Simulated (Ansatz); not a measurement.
Consider the ligand exchange at the Si–S bond: `F[SiH](F)S[SiH3]` + `[SH][GeH3]` → `F[SiH](F)[S][GeH3]` + `[SiH3]S`.

Computed with Ansatz on PBE0-D4/def2-TZVP structures; ΔE is electronic, products minus reactants. CBS: MP2 limit from def2 TZ/QZ plus the TZ coupled-cluster correction, frozen cores. Functionals use def2-TZVPP. B3LYP here is the variant with VWN-RPA as its local correlation; programs differ in this. For Ge outer-core shells are correlated without core-valence functions, which leaves a few kJ/mol of doubt a bond. Scalar relativity is left out up to krypton. Each species was taken in one conformer, which may not be the lowest.

Question: Is it downhill or uphill in electronic energy at CCSD(T)/CBS, and by how much? (Estimate.)

Answer: The calculation gave: Downhill: ΔE = -3.4 kJ/mol.

Question: What do these levels give: ωB97X-V, ωB97M-V, PBE, r2SCAN, B3LYP, HF/def2-TZVPP, MP2/def2-TZVPP, CCSD/def2-TZVPP, HF/def2-QZVPP, MP2/def2-QZVPP, SCS-MP2/def2-QZVPP, MP2/CBS(def2)? (Best estimate.)

Answer: Computed: ωB97X-V -2.9, ωB97M-V -2.9, PBE -2.7, r2SCAN -2.6, B3LYP -2.7, HF/def2-TZVPP -2.5, MP2/def2-TZVPP -3.5, CCSD/def2-TZVPP -3.3, HF/def2-QZVPP -2.3, MP2/def2-QZVPP -3.5, SCS-MP2/def2-QZVPP -3.3, MP2/CBS(def2) -3.5 kJ/mol.

Largest T1 diagnostic among the species: 0.012.
